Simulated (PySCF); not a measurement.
Cl₄Te, SMILES Cl[Te+](Cl)(Cl)Cl, charge +1, multiplicity 2.

Coordinates come from a B3LYP-D3(BJ)/def2-SVP optimisation. The def2 effective core potentials stand for the cores of Te; spin–orbit coupling is left out.

Two levels are set side by side: PBE/def2-TZVP (PySCF) and M06-2X/def2-TZVP (PySCF). Same geometry, gas phase. Differences are taken from unrounded values.

| quantity | M06-2X |
|---|---|
| α-spin orbital gap (eV) | 6.88 |
| β-spin orbital gap (eV) | 5.69 |
| mean polarisability (bohr³) | 96.2 |

Q: What does PBE give, and how far is it from M06-2X? (Estimate from the structure and the level; the computed values follow.)

A: 
```
quantity                      PBE  PBE minus M06-2X
---------------------------  ----  ----------------
α-spin orbital gap (eV)      3.22             -3.66
β-spin orbital gap (eV)      1.18             -4.51
mean polarisability (bohr³)  99.4               3.2
```

PBE's more diffuse valence density responds more strongly to a field. Differences between two approximate levels are no errors against the true value.

Rough cost on one machine, each run with all the roots and properties that it gave: M06-2X against PBE about 2 times.
